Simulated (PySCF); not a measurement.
C7H9FOSi.
SMILES with atom numbers: `[F:1][CH2:2][SiH2:3][O:4][c:5]1[cH:6][cH:7][cH:8][cH:9][cH:10]1` (hydrogens: H11, H12 on C2; H13, H14 on Si3; H15 on C6; H16 on C7; H17 on C8; H18 on C9; H19 on C10)

All values: PBE0/pcSseg-1 (PySCF, non-relativistic), on one gas-phase PBE0-D3(BJ)/def2-SVP geometry that isn't relaxed in the solvent. The solvent is an IEF-PCM continuum (van der Waals radii × 1.2). The model holds no explicit solvent molecules, cavitation or dispersion.

Gas phase at PBE0/pcSseg-1: HOMO -6.78 eV, LUMO -0.38 eV, dipole 1.22 D.

Q: What does the continuum do to the energy, the frontier levels and the dipole at PBE0/pcSseg-1 in benzene and methanol?

A: 
```csv
solvent,ε,E(solvent) − E(gas) (kcal/mol),polarisation term (kcal/mol),distortion of the solute (kcal/mol),HOMO (eV),LUMO (eV),dipole (D)
benzene,2.271,-2.22,-2.32,0.10,-6.77,-0.36,1.29
methanol,32.61,-4.94,-5.44,0.50,-6.80,-0.39,1.36
```

Polarisation term: ½ Σ q·V over the induced surface charges. Distortion: the rise of the solute's own energy as its density leaves the gas-phase optimum. From benzene to methanol the lowering changes by a factor 2.23, Onsager's factor (ε − 1)/(2ε + 1) by 2.08 and ε itself by 14.4.

Q: Which radius a makes the point-dipole formula ΔE = −[(ε − 1)/(2ε + 1)]·μ²/a³ give the value in methanol, with the gas-phase dipole?

A: μ = 0.479 au and |ΔE| = 0.00787 Eh give a = 1.27 Å; the farthest nucleus lies 4.79 Å from the centroid of the nuclei, so such a sphere wouldn't even hold the nuclei. The formula assumes a rigid point dipole at the centre of a sphere.

Q: Which Mulliken charges (PBE0/pcSseg-1) respond most in benzene (means over atoms taken as equivalent)?

A: 
| atoms | environment | gas (e) | solvent (e) | change |
| --- | --- | --- | --- | --- |
| F1 | alkyl fluorine | -0.339 | -0.349 | -0.010 |
| H11/H12 | methylene hydrogen | +0.139 | +0.147 | +0.008 |
| C8 | aromatic CH carbon | -0.090 | -0.098 | -0.008 |
| H16/H18 | aromatic hydrogen | +0.099 | +0.106 | +0.007 |
| H15/H19 | aromatic hydrogen | +0.110 | +0.117 | +0.007 |
| H17 | aromatic hydrogen | +0.096 | +0.103 | +0.007 |
| C7/C9 | aromatic CH carbon | -0.080 | -0.086 | -0.006 |
| C6/C10 | aromatic CH carbon | -0.154 | -0.160 | -0.006 |

Q: How do the nuclear quadrupole coupling constants eQVzz/h respond in benzene?

A: 
| nucleus | Q (barn) | gas (MHz) | solvent (MHz) | η gas | η solvent |
| --- | --- | --- | --- | --- | --- |
| 17O at O4 | -0.0256 | -9.85 | -9.84 | 0.20 | 0.20 |

The values belong to the conformer `[F:1][CH2:2][SiH2:3][O:4][c:5]1[cH:6][cH:7][cH:8][cH:9][cH:10]1`: F1–C2–Si3–O4 180°, C2–Si3–O4–C5 180°, Si3–O4–C5–C6 180°.
